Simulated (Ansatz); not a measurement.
Isomers of C$_{2}$H$_{8}$GeO (singlet), relaxed with PBE-D4/def2-SVP; total energies from Ansatz at r2SCAN0-D4/def2-TZVP.

| isomer | description | energy (Eh) |
| --- | --- | --- |
| A | Ge(OEt)H3 (C₂H₈GeO) | -2233.17850 |
| B | GeH2Me(OMe) (C₂H₈GeO) | -2233.18744 |

Question: Work out the relative energies (1 Eh = 2625.5 kJ/mol) and the Boltzmann populations at 1200 K from electronic energies alone (R = 8.314 J/mol/K).

Answer: ΔE: A 23.5, B 0.0 kJ/mol. RT = 9.98 kJ/mol. Factors exp(−ΔE/RT): A 0.0949, B 1; sum 1.095. Populations: A 8.7 %, B 91.3 %. Zero-point energy, vibrational entropy and symmetry numbers are left out and can shift these; an error of 4 kJ/mol changes a ratio by a factor of 1.5. Over the other density-functional and correlated levels in def2 sets, the gap between B and A ranges from 11 to 28 kJ/mol.
